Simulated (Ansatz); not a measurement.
`N[Si](O)(F)F` and `N[Si](N)(O)F` differ in one atom or group.

Ansatz, PBE0-D4/def2-TZVP geometries, multiplicity 1. Each molecule was computed in one conformer, which needn't be the lowest.

| property | `N[Si](O)(F)F` |
| --- | --- |
| HOMO–LUMO gap (ωB97M-V/def2-TZVPP) / eV | 12.67 |
| size of the dipole moment (ωB97M-V/def2-TZVPP) / D | 3.19 |
| LUMO energy (PBE/def2-TZVPP) / eV | -0.44 |
| ideal-gas entropy at 298 K and 1 bar (rigid rotor, harmonic PBE0-D4/def2-TZVP) / J/(mol·K) | 326 |
| HOMO–LUMO gap (PBE/def2-TZVPP) / eV | 6.36 |
| zero-point energy (PBE0-D4/def2-TZVP) / kJ/mol | 124.2 |

Give the same properties after the change, and the shifts. (An estimate is asked.)

The calculation gave: 
| property | `N[Si](N)(O)F` | shift |
| --- | --- | --- |
| HOMO–LUMO gap (ωB97M-V/def2-TZVPP) / eV | 12.25 | -0.42 |
| size of the dipole moment (ωB97M-V/def2-TZVPP) / D | 1.10 | -2.09 |
| LUMO energy (PBE/def2-TZVPP) / eV | -0.10 | 0.34 |
| ideal-gas entropy at 298 K and 1 bar (rigid rotor, harmonic PBE0-D4/def2-TZVP) / J/(mol·K) | 340 | 14 |
| HOMO–LUMO gap (PBE/def2-TZVPP) / eV | 6.03 | -0.33 |
| zero-point energy (PBE0-D4/def2-TZVP) / kJ/mol | 185.6 | 61.4 |

With PBE0 the HOMO rises by 0.70 eV and the LUMO rises by 0.31 eV, so the gap narrows by about 0.39 eV. PBE moves the HOMO by 0.67 eV and ωB97M-V by 0.71 eV. The zero-point energy changes by 61.4 kJ/mol with +6 modes. Dipoles are sizes alone; their direction can turn.
